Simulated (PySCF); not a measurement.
Species: C₄H₆FO₂S (doublet state).
Cartesian coordinates in Å at the GFN2-xTB level; atoms count from 1:
```xyz
14
C4H6FO2S angstrom
C     -2.4032    0.6959    0.3825
O     -1.0029    0.6196    0.4769
C     -0.5257   -0.7019    0.4787
C      0.9721   -0.6903    0.6023
S      1.8195   -1.7481    1.5386
O      1.5557    0.2468   -0.1424
C      2.8314    0.4758   -0.1605
F      3.2204    1.4446   -0.9759
H     -2.6526    1.7545    0.3835
H     -2.8856    0.2047    1.2358
H     -2.7662    0.2339   -0.5435
H     -0.8127   -1.2140   -0.4587
H     -0.9392   -1.2794    1.3184
H      3.5884   -0.0425    0.4022
```

The hyperfine couplings belong to this conformer and change with its torsions.

Identity: `S=C(O[CH]F)COC` [radical].

The calculation used UKS B3LYP, pcH-1 on C F H O S, non-relativistic, mean-field spin-orbit, GIAO in PySCF. Geometry: GFN2-xTB, one conformer, isolated molecule. Couplings are sensitive to structure, and on GFN2-xTB geometries they can be far from those on DFT ones. No stability test was run, so a lower SCF solution isn't excluded.

Q: Break the g tensor into its mass correction, gauge correction and orbital-Zeeman/spin–orbit terms.

A: 
```csv
Δg (ppm),1,2,3
relativistic mass correction,-211,-211,-211
gauge correction,-8,47,43
orbital Zeeman/spin–orbit,-131,3712,4909
total,-351,3547,4741
```

So g = 2.00197, 2.00587, 2.00706 and g_iso = 2.00497; the tensor is rhombic: the two nearest values differ by 23 % of g3 − g1. Axes: g2 points within 3° of the O6–C7 bond.

Q: What effective moment and Curie constant follow for a powder?

A: With the mean of g² = 4.0199 and S(S+1) = 0.75: μ_eff = √(⟨g²⟩S(S+1)) = 1.736 μB and χT = 0.12505·⟨g²⟩·S(S+1) = 0.377 cm³ K/mol (cgs; spin-Hamiltonian part alone).

Q: What are the electron Larmor frequencies g μB B/h along the three axes at 1200 mT?

A: 33.6241, 33.6895, 33.7096 GHz for g1, g2 and g3, a range of 85.5 MHz.

Q: In a frozen sample, at which fields do the three g values resonate at 9.5, 34, 94 and 263 GHz (hyperfine left aside), and which band first spreads them over more than twice a line width of 0.5 mT?

A: 
```
band    GHz  B(g3) mT  B(g2) mT  B(g1) mT  spread mT
   X    9.5    338.18    338.38    339.04       0.86
   Q   34.0   1210.34   1211.06   1213.42       3.08
   W   94.0   3346.23   3348.22   3354.74       8.51
   J  263.0   9362.33   9367.90   9386.14      23.81
```

The spread grows in proportion to the frequency. Q band is the first where it exceeds 1.0 mT.

The largest Mulliken spin populations are on C7 (+0.76), S5 (+0.16) and C4 (+0.09). The angles at C7 add up to 360.0°, so it is planar; its axial dipolar tensor and the negative coupling of its proton fit spin in a p orbital normal to that plane.

The HOMO–LUMO gaps are 3.72 eV among the α and 3.87 eV among the β orbitals.
